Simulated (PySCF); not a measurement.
Ga(Me)2(NCO) (C3H6GaNO), SMILES [CH3][Ga]([CH3])[N]=C=O.

The structure is a stationary point at PBE0-D3(BJ)/def2-SVP. The values are those of a single conformer.

Two levels are set side by side: TDA-PBE/def2-SVPD (PySCF) and TDA-LC-ωPBE/def2-SVPD (PySCF). Vertical, same geometry. The lowest singlet is HOMO→LUMO 100 % with PBE and HOMO→LUMO 91 % with the other functional; states are paired by order. Differences are taken from unrounded values.

```
quantity                               TDA-LC-ωPBE
-------------------------------------  -----------
lowest singlet excitation (eV)                5.75
lowest triplet excitation (TDA) (eV)          5.47
first bright state (f over 0.05) (eV)         6.96
its oscillator strength                       0.11
```

**Question.** What does TDA-PBE give, and how far is it from TDA-LC-ωPBE? (The exact figures need the calculation; the answer reports its results.)

**Answer.** 
```json
[
 {"quantity": "lowest singlet excitation (eV)", "TDA-PBE": "4.55", "TDA-PBE minus TDA-LC-ωPBE": "-1.20"},
 {"quantity": "lowest triplet excitation (TDA) (eV)", "TDA-PBE": "4.43", "TDA-PBE minus TDA-LC-ωPBE": "-1.04"},
 {"quantity": "first bright state (f over 0.05) (eV)", "TDA-PBE": "5.53", "TDA-PBE minus TDA-LC-ωPBE": "-1.43"},
 {"quantity": "its oscillator strength", "TDA-PBE": "0.14", "TDA-PBE minus TDA-LC-ωPBE": "0.03"}
]
```

Functionals without exact exchange tend to place singlet excitations lower, as here. Differences between two approximate levels are no errors against the true value.

Rough cost on one machine, each run with all the roots and properties that it gave: TDA-LC-ωPBE against TDA-PBE about 3 times.
